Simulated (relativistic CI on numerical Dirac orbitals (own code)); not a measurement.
Ligand-field terms of d5

Computed with a parametric ligand-field model of a d^n configuration (Racah B and C, spin-orbit zeta, crystal field), exact diagonalisation.

Field parameters in Wybourne normalisation: Oh B⁴₀ = 21Dq, B⁴₄ = √(5/14) B⁴₀. The field is a parameter set, without covalency.

**Question.** Ground term and bands for B = 380, C = 1390, ζ = 0 cm⁻¹, Oh, 10Dq = 11020 cm⁻¹?

**Answer.** Ground term 2T2 with 0.06 electrons in the two orbitals of the cubic e set. Spin-allowed: 2A2 9317 cm⁻¹ (1073 nm), 2T1 9460 cm⁻¹ (1057 nm), 2T2 10359 cm⁻¹ (965 nm), 2E 11163 cm⁻¹ (896 nm). Lowest spin-forbidden: 6A1 3483 cm⁻¹ (2871 nm), 4T1 4373 cm⁻¹ (2287 nm), 4T2 7133 cm⁻¹ (1402 nm).

**Question.** Ground term and bands for B = 380, C = 1390, ζ = 0 cm⁻¹, Oh, 10Dq = 7220 cm⁻¹?

**Answer.** Ground term 6A1 with 2.00 electrons in the two orbitals of the cubic e set. Spin-allowed: none. Lowest spin-forbidden: 2T2 3844 cm⁻¹ (2601 nm), 4T1 4614 cm⁻¹ (2167 nm), 4T2 7143 cm⁻¹ (1400 nm). A high-spin d5 ion has no spin-allowed d-d band, hence its pale colour.

**Question.** Ground term and bands for B = 380, C = 1390, ζ = 0 cm⁻¹, Oh, 10Dq = 14060 cm⁻¹?

**Answer.** Ground term 2T2 with 0.04 electrons in the two orbitals of the cubic e set. Spin-allowed: 2A2 12251 cm⁻¹ (816 nm), 2T1 12393 cm⁻¹ (807 nm), 2T2 13368 cm⁻¹ (748 nm), 2E 14163 cm⁻¹ (706 nm). Lowest spin-forbidden: 4T1 7303 cm⁻¹ (1369 nm), 6A1 9415 cm⁻¹ (1062 nm), 4T2 10143 cm⁻¹ (986 nm).

**Question.** Ground term and bands for B = 380, C = 1390, ζ = 0 cm⁻¹, Oh, 10Dq = 1900 cm⁻¹?

**Answer.** Ground term 6A1 with 2.00 electrons in the two orbitals of the cubic e set. Spin-allowed: none. Lowest spin-forbidden: 4T1 9622 cm⁻¹ (1039 nm), 4T2 10524 cm⁻¹ (950 nm), 4A1+E 10750 cm⁻¹ (930 nm). A high-spin d5 ion has no spin-allowed d-d band, hence its pale colour.

**Question.** Ground term and bands for B = 380, C = 1390, ζ = 0 cm⁻¹, Oh, 10Dq = 17100 cm⁻¹?

**Answer.** Ground term 2T2 with 0.03 electrons in the two orbitals of the cubic e set. Spin-allowed: 2A2 15207 cm⁻¹ (658 nm), 2T1 15349 cm⁻¹ (652 nm), 2T2 16382 cm⁻¹ (610 nm), 2E 17166 cm⁻¹ (583 nm). Lowest spin-forbidden: 4T1 10259 cm⁻¹ (975 nm), 4T2 13146 cm⁻¹ (761 nm), 6A1 15384 cm⁻¹ (650 nm).
